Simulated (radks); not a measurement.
Results of a calculation; reference values are marked as such.
Sc2+, 19 electrons, occupied as [Ne] 3s1.75 3p6 3d1 4p0.25 (fractional occupations, a model configuration).

Level of theory: non-relativistic Kohn-Sham, exchange-only LDA, spin-polarised, spherical densities, point nucleus; open shells are filled with parallel spins first (a radial shooting solver on a logarithmic mesh with Libxc functionals).

Energy parts (eV):
part                  energy
total             -20567.075
kinetic            20567.075
electron-nucleus  -48485.502
Hartree             8299.157
exchange            -947.806

Orbitals (lengths in bohr, moments of r in powers of bohr; <r^-3> diverges for s and p1/2; r(90%) holds 90 % of the orbital's charge):
orbital,occ.,eigenvalue (eV),r(90%),<r^4>,<r^-3>
1s up,1,-4375.124,0.131,0.0001365,-
1s down,1,-4375.004,0.131,0.0001365,-
2s up,1,-484.7961,0.540,0.03593,-
2s down,1,-484.3348,0.540,0.03581,-
2p up,3,-404.0377,0.509,0.02888,217.9
2p down,3,-403.6513,0.509,0.02875,218.1
3s up,1,-70.8122,1.61,2.904,-
3s down,0.75,-69.3089,1.62,2.907,-
3p up,3,-50.1400,1.78,4.332,24.93
3p down,3,-48.6508,1.78,4.323,24.88
3d up,1,-19.2775,2.58,19.62,1.729
3d down,0,-17.7639,2.56,18.99,1.746
4p up,0.25,-12.3351,5.23,315.8,2.865
4p down,0,-10.6022,5.42,362.6,2.797

The highest occupied level is 4p up at -12.335 eV. The configuration is held as typed, so some empty levels lie below it. The electron density at the nucleus is 6142 e/bohr^3. Virial ratio -V/T = 2.00000. The spin density at the nucleus is 7.943 e/bohr^3 (1s 0.059, 2s -0.256, 3s 8.140), a Fermi contact field of 416 T. The density falls to 0.001 e/bohr^3 at r = 3.42 bohr. Spin moment in Bohr magnetons: 1.5. Summed over all electrons, <r^2> = 19.39 bohr^2, which gives a Langevin (diamagnetic) susceptibility term of -15.4 x 10^-6 cm^3/mol.
